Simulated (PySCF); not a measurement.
# Fe: ionisation energy

Fe [Ar] 3d6 4s2 (5D) → Fe⁺ [Ar] 3d6 4s1 (6D), as a difference of total energies. Calculation: PySCF 2.14, in aug-cc-pVQZ-DK (9s8p6d4f3g2h, 140 functions); the spin-free X2C one-electron Hamiltonian (Gaussian nucleus). Correlated levels: valence: [Ar] frozen. The calculations carry no spin-orbit coupling.

| method | ionisation energy (eV) |
| --- | --- |
| UHF | 6.429 |
| LDA | 8.132 |
| PBE | 7.824 |
| PBE0 | 7.628 |
| MN15 | 7.946 |
| M06-2X | 8.304 |
| BLYP | 8.037 |
| MP2 (valence) | 7.571 |
| SCS-MP2 (valence) | 7.765 |

**Question.** How much does correlation contribute at MP2 (valence)?

**Answer.** 7.571 − (6.429) = 1.142 eV, measured against UHF.

For comparison: 7.904 eV (measured; NIST levels, between the centres of gravity of the two terms).
